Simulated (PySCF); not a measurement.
# Reading the logs of faulty runs: AlClH4N anion

Calculated results; nothing here was measured. They come from PySCF 2.14.0, an open-source quantum chemistry program, on an isolated molecule that a program drew, which may never have been made. The molecule is AlClH4N anion (charge -1, singlet), drawn as the SMILES string `[NH2][AlH2-][Cl]`.

Each row is a Hartree-Fock (HF) and frozen-core CCSD(T) single point in the aug-cc-pV(D+d)Z basis, meant for a local HF minimum. Run 1 is clean. Each other run has one planted mistake out of seven kinds, and not every kind appears here: one electron removed, one electron added, multiplicity raised by two, geometry at a saddle point, minimal basis STO-3G, one bond length entered in bohr, all coordinates scaled. The reference is restricted for singlets and unrestricted otherwise, and also for a bond in bohr. Adding or removing an electron swaps singlet and doublet. Electrons count all cores. HOMO and LUMO are orbital energies over both spins, the gradient is its largest component, and the lowest frequency (negative if imaginary) is given only where the gradient is small. Bond lengths are over the 6 bonds as drawn. T1 is the CCSD diagnostic: over 0.02 (restricted) or 0.045 (unrestricted) a single reference is doubtful.

Geometry of the clean run:
```xyz
7
AlClH4N anion, angstrom
N    -0.8131    1.1087   -0.0550
Al   -0.6886    2.9037   -0.4837
Cl    0.7457    3.2293   -2.2592
H    -1.2352    0.4878   -0.7205
H     0.0011    0.6478    0.3077
H    -0.0317    3.7257    0.7452
H    -2.1218    3.4556   -0.9925
```

```
run  electrons  basis functions  <S^2>  HOMO (eV)  LUMO (eV)  gradient (hartree/bohr)  lowest frequency (cm^-1)  mean bond (Å)  longest bond (Å)      T1  HF (hartree)  CCSD(T) (hartree)                 mistake
  1         42              123  0.000      -5.76       3.33                  9.9e-06                       177         1.5663             2.306  0.0108    -758.35555         -758.84077                no fault
  2         42              123  0.000      -5.69       3.33                  2.3e-02                         -         1.5224             2.241  0.0104    -758.35113         -758.83388  all coordinates scaled
  3         42              123  2.008      -0.13       2.86                  7.0e-02                         -         1.5663             2.306  0.0211    -758.23409         -758.67893                       ?
  4         41              123  0.759     -10.43      -1.54                  9.1e-02                         -         1.5663             2.306  0.0243    -758.23336         -758.67119                       ?
```

**Which mistake was planted in run 3, and what did it cost?**

Electrons, basis and geometry are unchanged, and <S^2> is 2.008, beside S(S+1) = 2.00 for a multiplicity of 3. So the mistake is: multiplicity raised by two. Subtracting run 1 and multiplying by 627.51 kcal/mol a hartree, the energy moved by 76.2 kcal/mol in HF and 101.6 kcal/mol in CCSD(T).

**Which mistake was planted in run 4, and what did it cost?**

It counts 41 electrons, one fewer than the clean run, at the same geometry and basis. So the mistake is: one electron removed. Subtracting run 1 and multiplying by 627.51 kcal/mol a hartree, the energy moved by 76.7 kcal/mol in HF and 106.4 kcal/mol in CCSD(T).

